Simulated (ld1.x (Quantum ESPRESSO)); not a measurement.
What the settings do to the TM potential of Sb (Z = 51)

Base potential:

- Element: antimony
- Generator: ld1.x (Quantum ESPRESSO) 7.5
- Type: norm-conserving Troullier–Martins (Kleinman–Bylander form)
- Functional: PBEsol
- Relativity: scalar-relativistic
- Frozen core: [Kr]
- Valence charge: 15
- Reference configuration: 4d10 5s2 5p2 (charge +1)
- Partial waves: 5s (bound): rc 1.55 bohr; 5p (bound): rc 1.60 bohr; 4f channel at 0.45 Ry: rc 1.35 bohr; 4d (bound): rc 1.45 bohr
- Local potential: the d channel
- Core correction: a·sin(br)/r model core inside 0.70 bohr

Cutoffs, loose and tight: the cutoffs (Ry, on a coarse ladder) from which the occupation-weighted sum of valence levels, in a spherical-Bessel basis at the reference potential, stays within 10 and 1 mRy of its value at 400 Ry. They do not see the model core or the augmentation charge, which bear on the density cutoff. Test errors are all-electron minus pseudo excitation energies from the reference, over the configurations 4d10 5s2 5p3; 4d10 5s2 5p1; 4d10 5s2 5p0; 4d10 5s2 5p2.5; 4d10 5s2 5p3.3; 4d9 5s2 5p4; 4d10 5s1 5p3. A dash means not determined; rows that change the core or the reference have their own tests. The largest error is taken over the tests solved by every variant that gives reliable tests at all: 4d10 5s1 5p3; 4d10 5s2 5p0; 4d10 5s2 5p1; 4d10 5s2 5p2.5; 4d10 5s2 5p3; 4d10 5s2 5p3.3.

A true bound ghost makes a file unfit for plane-wave use even where its test errors are small: the radial tests pick states by their node count and pass the ghost by. Where a test does run into it, the solver fails or the error is huge.

```tsv
change	outcome	cutoff, loose	cutoff, tight	bound ghosts	largest test error (meV)
base	generated	100 Ry	160 Ry	s, p	-4.8
all radii but the core radius scaled by about 1.13 (s 1.76, p 1.82, d 1.64, f 1.52 bohr)	generated	90 Ry	140 Ry	s, p	-6.8
all radii but the core radius scaled by about 1.25 (s 1.94, p 2.00, d 1.82, f 1.70 bohr)	generated	80 Ry	140 Ry	s, p	-8.9
```

**Question.** What comes out with this change to the base: all radii but the core radius scaled by about 0.89 (s 1.38, p 1.44, d 1.30, f 1.20 bohr)?

**Answer.** outcome: generated; cutoff, loose: 140 Ry; cutoff, tight: 200 Ry; bound ghosts: s, p; largest test error (meV): -20.

**Question.** What comes out with this change to the base: all radii but the core radius scaled by about 1.36 (s 2.12, p 2.18, d 1.98, f 1.84 bohr)?

**Answer.** outcome: generated; cutoff, loose: 70 Ry; cutoff, tight: 120 Ry; bound ghosts: s, p; largest test error (meV): -11.

**Question.** What comes out with this change to the base: all radii but the core radius scaled by about 0.77 (s 1.20, p 1.24, d 1.12, f 1.04 bohr)?

**Answer.** outcome: generated; cutoff, loose: over 300 Ry; cutoff, tight: over 300 Ry; bound ghosts: p, s; largest test error (meV): -82.

Reading the sweep of the scale of all radii but the core radius (base = 1) (base included, trends over the rows without a ghost): Bound ghosts are found at 0.77, 0.89, 1, 1.13, 1.25, 1.36. Every judged row has one, so this setting neither creates nor removes them.
